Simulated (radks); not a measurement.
Effect of the nuclear size on the niobium ion Nb8+, [Ar] 3d10 4s2 4p3. Calculated with a radial shooting solver on a logarithmic mesh with Libxc functionals: Dirac Kohn-Sham, LDA (Slater exchange, Perdew-Wang correlation), spin-unpolarised, spherical densities, finite nucleus; open shells are shared between the two j in proportion to 2j + 1; Fermi nuclear charge, rms radius 4.324 fm. The rms radius is varied about that value; shifts are against it.

rms radius (fm),total energy shift (eV),density at nucleus (e/bohr^3),1s1/2 shift (meV),2s1/2 shift (meV),3p1/2 shift (meV),4s1/2 shift (meV),4p1/2 shift (meV),4p3/2 shift (meV),5s1/2 (empty) shift (meV)
3.7749,-0.301,8.334e+04,-127,-13.5,0.213,-0.438,0.056,0.061,-0.143
4.0386,-0.161,8.276e+04,-68.0,-7.20,0.114,-0.234,0.030,0.033,-0.077
4.324,0,8.218e+04,0.000,0.000,0.000,0.000,0.000,0.000,0.000
4.7088,0.232,8.146e+04,98.3,10.4,-0.164,0.338,-0.044,-0.048,0.111
5.2926,0.619,8.049e+04,262,27.7,-0.438,0.901,-0.116,-0.126,0.295

Slopes of the eigenvalues against <r^2> in GHz/fm^2, as finite differences over the two radii next to the reference (eigenvalue slopes, not the field-shift constants of lines): 1s1/2 6860, 2s1/2 726, 3p1/2 -11.5, 4s1/2 23.6, 4p1/2 -3.04, 4p3/2 -3.32, 5s1/2 (empty) 7.74.
